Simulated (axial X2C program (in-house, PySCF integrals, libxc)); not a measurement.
**Spin–orbit effects down a group: molecules with Na, CCSD(T)**

Computed with an in-house relativistic program for diatomic molecules, spin-free (one-electron X2C) or two-component (2c: spin–orbit coupling with atomic mean-field Coulomb and Gaunt terms, which also bring small scalar terms), in Dyall basis sets with cores contracted in-house; open shells are unrestricted.

Basis sets: Na dyall-cv3z, S dyall-av3z, Se dyall-cv3z, Te dyall-cv3z. Frozen shells (counts by l): NaS S 2s1p, Na 1s, 15 electrons correlated; NaSe Se 3s2p1d, Na 1s, 15 electrons correlated; NaTe Te 4s3p2d, Na 2s1p, 7 electrons correlated. Coupled cluster in natural virtuals with an MP2 remainder. Where the outer core of a metal is frozen, bonds come out longer and ionisation energies lower. Frozen cores can differ along the series, which adds to the trend.

| molecule | spin-free state | Re (Å) | ωe (cm⁻¹) | De (eV) | 2c state | Re 2c (Å) | ωe 2c (cm⁻¹) | De 2c (eV) |
| --- | --- | --- | --- | --- | --- | --- | --- | --- |
| NaS | M_S = 1/2, Λ = 1 | 2.495 | 330.2 | 2.46 | Ω = 3/2 | 2.496 | 330.0 | 2.46 |
| NaSe | M_S = 1/2, Λ = 1 | 2.606 | 272.7 | 2.21 | Ω = 3/2 | 2.607 | 272.2 | 2.18 |
| NaTe | M_S = 1/2, Λ = 1 | 2.842 | 232.6 | 2.09 | Ω = 3/2 | 2.845 | 231.3 | 1.99 |

(1) Work out the shifts from the spin-free to the two-component result.

Each entry is the lowest single determinant of a limited PBE0 search at one distance. De goes to single-determinant-based atoms at the same level (for ions the charge split of lowest energy) and is withheld (n/a) where an atom does not fit its ground term or J level. Main or longest-lived isotopes.

Answers

(1) 

```csv
molecule,2c state,ΔRe (Å),Δωe (cm⁻¹),ΔDe (eV)
NaS,Ω = 3/2,0.001,-0.2,0.00
NaSe,Ω = 3/2,0.001,-0.5,-0.03
NaTe,Ω = 3/2,0.003,-1.3,-0.10
```

Shifts of one unit in the last digit are rounding.
